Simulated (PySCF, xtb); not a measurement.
FH7OSi3, SMILES O[Si@@H](F)[SiH2][SiH3]. One conformer was computed; it need not be the lowest.

Harmonic wavenumbers (cm⁻¹) from GFN2-xTB run with xtb at its own minimum, in rising order: 18, 29, 72, 125, 193, 245, 337, 340, 398, 443, 454, 502, 570, 619, 676, 710, 763, 783, 811, 815, 820, 834, 896, 2137, 2142, 2213, 2223, 2229, 2253, 3644.

Task: What does PBE-D3(BJ)/def2-SVP in PySCF 2.14.0 give at its own minimum? (Estimate from the structure and the level; the computed values follow.)

Result: 27, 72, 115, 142, 225, 258, 328, 339, 391, 446, 485, 502, 649, 669, 705, 790, 814, 829, 862, 881, 903, 905, 922, 2140, 2150, 2154, 2159, 2170, 2181, 3748. Paired by order, the mean absolute difference is 40 cm⁻¹ and the zero-point energies are 40.4 and 41.4 kcal/mol.
